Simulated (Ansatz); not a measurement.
Single points on the cluster K3S2.

```yaml
crystal:
  periodic: [false, false, false]
  atoms:
    - {symbol: K, position_ang: [-0.919996, 0.309731, 2.187867]}
    - {symbol: K, position_ang: [-1.450660, -0.344907, -1.871896]}
    - {symbol: K, position_ang: [2.371735, 0.034495, -0.317110]}
    - {symbol: S, position_ang: [-0.061856, 1.717922, -0.268183]}
    - {symbol: S, position_ang: [0.060776, -1.717240, 0.269322]}
basis:
  gaussian: {orbitals: STO-3G}
magnetization: {spin_polarized: true, initial_magnetization: 1}
hamiltonian: {xc: hf}
scf: {omitted_lower_state_checks: [starts]}
output: {orbitals: {seedname: orbitals}}
```

The file start.molden holds the orbitals of an earlier run on this structure, at another level or in another basis.

```sh
$ ansatz run in.yaml --threads 4 --pin off --events-out ev --progress --plain --max-ram 4787MiB
```

Shortened log:

```
Functional definition: HF
  name "HF"
  cite "Fock, Z. Phys. 61, 126 (1930) doi:10.1007/BF01340294"
  parent pbe
  exchange = exact_x
  correlation = 0
these checks for a lower state are left out or cut short: starts
677 factors; integrals over basis functions are off by at most 9.9e-5 eV
mean field evaluation 1: about -69813.0672 eV, gradient 1.3e1 eV
mean field evaluation 2: about -69813.3206 eV, gradient 1.4e1 eV
mean field evaluation 4: about -69816.3946 eV, gradient 1.5e0 eV
mean field evaluation 8: about -69816.5404 eV, gradient 3.9e-1 eV
mean field evaluation 16: about -69816.5537 eV, gradient 1.4e-5 eV
mean field -69816.55369485 eV, -2565.7110249261 hartree, gradient 1.4e-5 eV, S^2 1.167809; 0 other end points of the search recorded, 0 dependent functions left out
reference -69816.55369485 eV, -2565.7110249261 hartree; 45, 44 occupied and 12, 13 virtual orbitals, 677 factors
Total energy: -69816.55369485 eV, -2565.7110249261 hartree
Checks for a lower state left out: starts
```

Hardware: 4 threads of Arm Neoverse V1 on a shared host. Wall time 0.6 s.

The first input with `gaussian: {orbitals: def2-SVP, initial_orbitals: start.molden}`, `hamiltonian: {xc: pbe0, dispersion: d4}` (abridged; 4.3 s):

```
Functional definition: PBE0
mean field -70614.19455741 eV, -2595.0237859645 hartree, gradient 1.6e-5 eV, S^2 0.759959
Total energy: -70614.35801681 eV, -2595.0297929867 hartree
Checks for a lower state left out: starts
```

As the first input, with `gaussian: {orbitals: def2-TZVP, initial_orbitals: start.molden}`, `correlation: {method: ccsd_t}`, `scf: {omitted_lower_state_checks: [starts, cluster_reference]}` and without the key `hamiltonian` (abridged; 3.7 min):

```
Functional definition: HF
mean field -70550.20507076 eV, -2592.6722157038 hartree, gradient 1.3e-6 eV, S^2 0.776238
25 core orbitals not correlated: weight in the atoms' cores, before any rotation towards them, 1.000 or more for the frozen orbitals, at most 0.000 for the correlated occupied ones
second order -22.74865489 eV of doubles, -0.00000000 eV of singles
cycle   1  -23.95396048 eV  change    -1.2e0 eV  update   1.2e-1
cycle   2  -24.32639633 eV  change   -3.7e-1 eV  update   4.2e-2
cycle   3  -24.47742456 eV  change   -1.5e-1 eV  update   4.4e-2
cycle   4  -24.50036661 eV  change   -2.3e-2 eV  update   2.9e-2
cycle   5  -24.50317477 eV  change   -2.8e-3 eV  update   2.1e-2
cycle   6  -24.52245414 eV  change   -1.9e-2 eV  update   1.3e-2
cycle   7  -24.53421028 eV  change   -1.2e-2 eV  update   6.4e-3
cycle   8  -24.53829683 eV  change   -4.1e-3 eV  update   3.0e-3
cycle   9  -24.54115809 eV  change   -2.9e-3 eV  update   1.7e-3
cycle  10  -24.54078274 eV  change    3.8e-4 eV  update   7.1e-4
cycle  11  -24.54037712 eV  change    4.1e-4 eV  update   3.9e-4
cycle  12  -24.54039528 eV  change   -1.8e-5 eV  update   2.3e-4
cycle  13  -24.54062024 eV  change   -2.2e-4 eV  update   1.3e-4
cycle  14  -24.54068715 eV  change   -6.7e-5 eV  update   5.8e-5
cycle  15  -24.54071129 eV  change   -2.4e-5 eV  update   2.6e-5
perturbative correction -0.81502632 eV, -0.0299516649 hartree
Total energy: -70575.56080837 eV, -2593.6040218743 hartree
Checks for a lower state left out: starts, cluster_reference
```

The first input with `gaussian: {orbitals: def2-TZVP, initial_orbitals: start.molden}`, `hamiltonian: {xc: lda}` (abridged; 2.3 s):

```
Functional definition: SPW92
mean field -70433.50759139 eV, -2588.3836624375 hartree, gradient 1.9e-5 eV, S^2 0.753053
Total energy: -70433.50767409 eV, -2588.3836654765 hartree
Checks for a lower state left out: starts
```

The first input with `gaussian: {orbitals: def2-TZVP, initial_orbitals: start.molden}`, `hamiltonian: {xc: {name: revPBE}, dispersion: d4}` (abridged; 5.5 s):

```
Functional definition: revPBE
mean field -70636.91671871 eV, -2595.8588099908 hartree, gradient 2.3e-5 eV, S^2 0.755122
Total energy: -70637.25538414 eV, -2595.8712557157 hartree
Checks for a lower state left out: starts
```

As the first input, with `gaussian: {orbitals: def2-TZVP, initial_orbitals: start.molden}`, `hamiltonian: {xc: pbe0, dispersion: d4}` (abridged; 8 s):

```
Functional definition: PBE0
mean field -70627.77895100 eV, -2595.5230032214 hartree, gradient 2.8e-5 eV, S^2 0.761376
Total energy: -70627.94240839 eV, -2595.5290101695 hartree
Checks for a lower state left out: starts
```

As the first input, with `gaussian: {orbitals: def2-SVP, initial_orbitals: start.molden}`, `hamiltonian: {xc: pbe, dispersion: d4}` (abridged; 3.5 s):

```
Functional definition: PBE
mean field -70608.49388894 eV, -2594.8142902623 hartree, gradient 2.3e-5 eV, S^2 0.754154
Total energy: -70608.68281116 eV, -2594.8212330261 hartree
Checks for a lower state left out: starts
```

Geometry: r2SCAN-D4/def2-SVP.

Correlated methods freeze 25 core orbitals; core or outer-core shells of K are correlated, in sets that lack core-valence functions. At HF/STO-3G the charge 0 doublet is spin-contaminated (final ⟨S²⟩ up to 1.17, 0.75 for a pure state). The structure comes from a short search, and lower isomers may exist.
